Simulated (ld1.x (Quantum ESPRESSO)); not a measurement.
## titanium RRKJ: all-electron and pseudo phase curves

```json
{
 "Element": "titanium (Ti)",
 "Generator": "ld1.x (Quantum ESPRESSO) 7.5",
 "Type": "norm-conserving RRKJ (Kleinman–Bylander form)",
 "Functional": "PBE",
 "Relativity": "fully relativistic",
 "Frozen core": "[Ne] 3s2",
 "Valence charge": "10",
 "Reference configuration": "3p6 3d2 4s1.75 4p0.25",
 "Partial waves": "4s (bound): rc 2.95 bohr; 3p (bound): rc 0.95 bohr; 3d (bound): rc 1.80 bohr",
 "Local potential": "the d channel",
 "Core correction": "none",
 "rho0": "0.01"
}
```

Open shells are filled in proportion to 2j + 1 (rel_dist='average').

Occupied shells without a wave of their own: 4p. They enter only through the test configuration that unscreens the potential.

The phase is arctan(r·u′/u) with u = r·R(r), unwrapped; energies in Ry, scanned from -5 to 5 Ry. A pole is an energy at which the radial function vanishes at the test radius. The pseudo phase is shifted by a multiple of π to meet the all-electron one at the reference energy, and phase errors are pseudo minus all-electron; the curves can meet again beyond the range given. Levels narrower than the energy grid can be missing from the lists of poles. n/a: not evaluated, since a narrow level or a reset projector energy made the automatic matching unsafe.

For each channel, where are the poles, and over which energies does the pseudopotential scatter like the atom?

```json
{"channel": "s", "radius (bohr)": "3.21", "reference energy (Ry)": "-0.34", "poles, all-electron": "0.88", "poles, pseudo": "0.78, 2.95", "unbroken range about the reference energy with phases within 0.05 rad": "n/a", "phase error 1 Ry above the reference energy (rad)": "n/a"}
{"channel": "p1/2", "radius (bohr)": "3.21", "reference energy (Ry)": "-2.91", "poles, all-electron": "-2.90, 1.58", "poles, pseudo": "-2.90, 1.68", "unbroken range about the reference energy with phases within 0.05 rad": "below -0.1", "phase error 1 Ry above the reference energy (rad)": "+0.000"}
{"channel": "p3/2", "radius (bohr)": "3.21", "reference energy (Ry)": "-2.87", "poles, all-electron": "-2.85, 1.60", "poles, pseudo": "-2.85, 1.70", "unbroken range about the reference energy with phases within 0.05 rad": "below -0.1", "phase error 1 Ry above the reference energy (rad)": "+0.000"}
{"channel": "d3/2", "radius (bohr)": "3.21", "reference energy (Ry)": "-0.34", "poles, all-electron": "-0.22, 2.82", "poles, pseudo": "-0.21, 3.03", "unbroken range about the reference energy with phases within 0.05 rad": "below 0.8", "phase error 1 Ry above the reference energy (rad)": "+0.031"}
{"channel": "d5/2", "radius (bohr)": "3.21", "reference energy (Ry)": "-0.34", "poles, all-electron": "-0.21, 2.82", "poles, pseudo": "-0.21, 3.03", "unbroken range about the reference energy with phases within 0.05 rad": "below 0.8", "phase error 1 Ry above the reference energy (rad)": "+0.027"}
```

Note: ghost state, extra bound levels that the all-electron valence spectrum of the same l lacks: s at -103.8 eV. A true bound ghost makes a file unfit for plane-wave use.

Phases in the s channel:

```csv
E (Ry),all-electron,pseudo
-5.00,1.419,-1.721
-4.74,1.409,-1.726
-4.48,-1.726,-1.731
-4.22,-1.735,-1.737
-3.96,-1.742,-1.744
-3.70,-1.750,-1.751
-3.44,-1.758,-1.760
-3.18,-1.768,-1.770
-2.92,-1.780,-1.781
-2.66,-1.793,-1.795
-2.40,-1.810,-1.812
-2.14,-1.831,-1.833
-1.88,-1.858,-1.860
-1.62,-1.896,-1.898
-1.36,-1.951,-1.954
-1.10,-2.040,-2.043
-0.84,-2.211,-2.214
-0.58,-2.624,-2.627
-0.32,-3.554,-3.554
-0.06,-4.220,-4.224
0.20,-4.478,-4.486
0.46,-4.602,-4.615
0.72,-4.677,-4.697
0.98,-4.731,-4.763
1.24,-4.776,-4.832
1.50,-4.817,-4.927
1.76,-4.859,-5.152
2.02,-4.909,-6.475
2.28,-4.973,-7.550
2.54,-5.070,-7.741
2.80,-5.241,-7.822
3.06,-5.619,-7.875
3.32,-6.438,-7.918
3.58,-7.136,-7.959
3.84,-7.431,-8.004
4.10,-7.571,-8.062
4.36,-7.651,-8.147
4.62,-7.704,-8.295
4.88,-7.741,-8.627
```
